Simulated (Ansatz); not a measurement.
Geometry optimisation of `[GaH2][C]1([GeH3])CC1`.

```yaml
crystal:
  periodic: [false, false, false]
  atoms:
    - {symbol: Ga, position_ang: [-1.414810, 1.522730, -0.386090]}
    - {symbol: C, position_ang: [-0.057280, 0.096030, 0.022230]}
    - {symbol: Ge, position_ang: [0.962110, 0.014580, 1.687480]}
    - {symbol: C, position_ang: [-0.434210, -1.221010, -0.618900]}
    - {symbol: C, position_ang: [0.631680, -0.390870, -1.233100]}
    - {symbol: H, position_ang: [-1.850000, 2.744680, 0.521950]}
    - {symbol: H, position_ang: [-2.108710, 1.347580, -1.804200]}
    - {symbol: H, position_ang: [1.798430, 1.240830, 1.891860]}
    - {symbol: H, position_ang: [1.884330, -1.172080, 1.653500]}
    - {symbol: H, position_ang: [0.071930, -0.125290, 2.884530]}
    - {symbol: H, position_ang: [-0.149610, -2.144760, -0.129690]}
    - {symbol: H, position_ang: [-1.385480, -1.279750, -1.147290]}
    - {symbol: H, position_ang: [0.396000, 0.106460, -2.173600]}
    - {symbol: H, position_ang: [1.655600, -0.739120, -1.168680]}
basis:
  gaussian: {orbitals: def2-TZVP}
hamiltonian: {xc: pbe0, dispersion: d4}
relax: {f_tol: 0.005, max_steps: 150}
```

```sh
$ ansatz run in.yaml --threads 2 --pin off --events-out ev --progress --plain --max-ram 32768MiB --backend cuda --devices 0, --max-vram 18GiB
```

It prints (some lines left out):

```
Functional definition: PBE0
  name "PBE0"
  cite "Adamo & Barone, J. Chem. Phys. 110, 6158 (1999) doi:10.1063/1.478522"
  cite "Perdew, Burke & Ernzerhof, Phys. Rev. Lett. 77, 3865 (1996) doi:10.1103/PhysRevLett.77.3865"
  parent pbe
  parameter a = 0.25
  parameter kappa = 0.804
  parameter beta = 0.06672455060314922
  exchange = (1 - a)*pbe_x(kappa = kappa, mu = beta*pi^2/3) + a*exact_x
  correlation = pbe_c(beta = beta)
mean field -112135.45236665 eV, -4120.9018663349 hartree, gradient 3.7e-5 eV, S^2 0.000000; 0 other end points of the search recorded, 0 dependent functions left out
the calculation of the forces begins
relax step   1: F+E_penalty+E_count = -112135.75735430 eV  Δ(F+E_penalty+E_count) = +0.000e0 eV  max|allowed force component| = 7.924e-1 eV/Å  Δτ_max = 0.0000 Å  (30 SCF iters, accepted)
these checks for a lower state are left out or cut short: starts, cluster_reference, orbital_swaps, neighbouring_geometries, increment
mean field -112135.54582919 eV, -4120.9053010200 hartree, gradient 1.7e-5 eV, S^2 0.000000; 0 other end points of the search recorded, 0 dependent functions left out
the calculation of the forces begins
relax step   2: F+E_penalty+E_count = -112135.85368241 eV  Δ(F+E_penalty+E_count) = -9.633e-2 eV  max|allowed force component| = 3.446e-1 eV/Å  Δτ_max = 0.1317 Å  (33 SCF iters, accepted)
these checks for a lower state are left out or cut short: starts, cluster_reference, orbital_swaps, neighbouring_geometries, increment
mean field -112135.55881145 eV, -4120.9057781090 hartree, gradient 1.7e-5 eV, S^2 0.000000; 0 other end points of the search recorded, 0 dependent functions left out
the calculation of the forces begins
relax step   3: F+E_penalty+E_count = -112135.86706117 eV  Δ(F+E_penalty+E_count) = -1.338e-2 eV  max|allowed force component| = 7.379e-2 eV/Å  Δτ_max = 0.0622 Å  (33 SCF iters, accepted)
these checks for a lower state are left out or cut short: starts, cluster_reference, orbital_swaps, neighbouring_geometries, increment
mean field -112135.56138450 eV, -4120.9058726670 hartree, gradient 1.7e-5 eV, S^2 0.000000; 0 other end points of the search recorded, 0 dependent functions left out
the calculation of the forces begins
relax step   4: F+E_penalty+E_count = -112135.86981294 eV  Δ(F+E_penalty+E_count) = -2.752e-3 eV  max|allowed force component| = 5.065e-2 eV/Å  Δτ_max = 0.0382 Å  (33 SCF iters, accepted)
these checks for a lower state are left out or cut short: starts, cluster_reference, orbital_swaps, neighbouring_geometries, increment
mean field -112135.56391392 eV, -4120.9059656214 hartree, gradient 1.7e-5 eV, S^2 0.000000; 0 other end points of the search recorded, 0 dependent functions left out
the calculation of the forces begins
relax step   5: F+E_penalty+E_count = -112135.87221423 eV  Δ(F+E_penalty+E_count) = -2.401e-3 eV  max|allowed force component| = 6.483e-2 eV/Å  Δτ_max = 0.0627 Å  (33 SCF iters, accepted)
these checks for a lower state are left out or cut short: starts, cluster_reference, orbital_swaps, neighbouring_geometries, increment
mean field -112135.56414768 eV, -4120.9059742118 hartree, gradient 1.7e-5 eV, S^2 0.000000; 0 other end points of the search recorded, 0 dependent functions left out
the calculation of the forces begins
relax step   6: F+E_penalty+E_count = -112135.87223144 eV  Δ(F+E_penalty+E_count) = -1.722e-5 eV  max|allowed force component| = 4.450e-2 eV/Å  Δτ_max = 0.0219 Å  (34 SCF iters, accepted)
these checks for a lower state are left out or cut short: starts, cluster_reference, orbital_swaps, neighbouring_geometries, increment
mean field -112135.56438212 eV, -4120.9059828274 hartree, gradient 1.7e-5 eV, S^2 0.000000; 0 other end points of the search recorded, 0 dependent functions left out
the calculation of the forces begins
relax step   7: F+E_penalty+E_count = -112135.87252616 eV  Δ(F+E_penalty+E_count) = -2.947e-4 eV  max|allowed force component| = 5.489e-3 eV/Å  Δτ_max = 0.0070 Å  (35 SCF iters, accepted)
these checks for a lower state are left out or cut short: starts, cluster_reference, orbital_swaps, neighbouring_geometries, increment
mean field -112135.56439482 eV, -4120.9059832943 hartree, gradient 1.7e-5 eV, S^2 0.000000; 0 other end points of the search recorded, 0 dependent functions left out
the calculation of the forces begins
relax step   8: F+E_penalty+E_count = -112135.87252979 eV  Δ(F+E_penalty+E_count) = -3.636e-6 eV  max|allowed force component| = 1.058e-3 eV/Å  Δτ_max = 0.0017 Å  (34 SCF iters, accepted)
mean field -112135.56439482 eV, -4120.9059832943 hartree, gradient 1.7e-5 eV, S^2 0.000000; 1 other end points of the search recorded, 0 dependent functions left out
the calculation of the forces begins
Total energy: -112135.87256870 eV, -4120.9173084754 hartree
Atom 0 at    -1.384366     1.513349    -0.341850 Å, force    -0.000648     0.000261     0.000025 eV/Å
Atom 1 at    -0.088714     0.090715    -0.030092 Å, force    -0.000031    -0.000005     0.000195 eV/Å
Atom 2 at     0.894040     0.065993     1.639240 Å, force    -0.000143     0.000036    -0.000421 eV/Å
Atom 3 at    -0.416492    -1.262595    -0.646899 Å, force    -0.000479     0.000044    -0.000506 eV/Å
Atom 4 at     0.644440    -0.430126    -1.259155 Å, force     0.001058    -0.000457     0.000578 eV/Å
Atom 5 at    -1.660590     2.642073     0.713357 Å, force     0.000110    -0.000238    -0.000227 eV/Å
Atom 6 at    -2.148009     1.473423    -1.719320 Å, force     0.000276     0.000009     0.000330 eV/Å
Atom 7 at     1.724542     1.352815     1.807005 Å, force     0.000069    -0.000048     0.000021 eV/Å
Atom 8 at     1.849583    -1.148067     1.640297 Å, force     0.000109    -0.000198     0.000107 eV/Å
Atom 9 at    -0.064429    -0.054405     2.839505 Å, force    -0.000106     0.000104    -0.000047 eV/Å
Atom 10 at    -0.114960    -2.151724    -0.102409 Å, force     0.000165     0.000150    -0.000389 eV/Å
Atom 11 at    -1.352353    -1.376210    -1.184368 Å, force    -0.000324     0.000249     0.000502 eV/Å
Atom 12 at     0.442342     0.032171    -2.219908 Å, force    -0.000372    -0.000480    -0.000210 eV/Å
Atom 13 at     1.674945    -0.747401    -1.135402 Å, force     0.000316     0.000573     0.000044 eV/Å
Dipole moment:     0.004963    -0.103275    -0.131817 e Å
```

It took 46 s on 2 threads of an AMD EPYC 7R13 on a shared host and a share of an NVIDIA H100 80 GB, with 0.95 GiB of host memory at the peak.
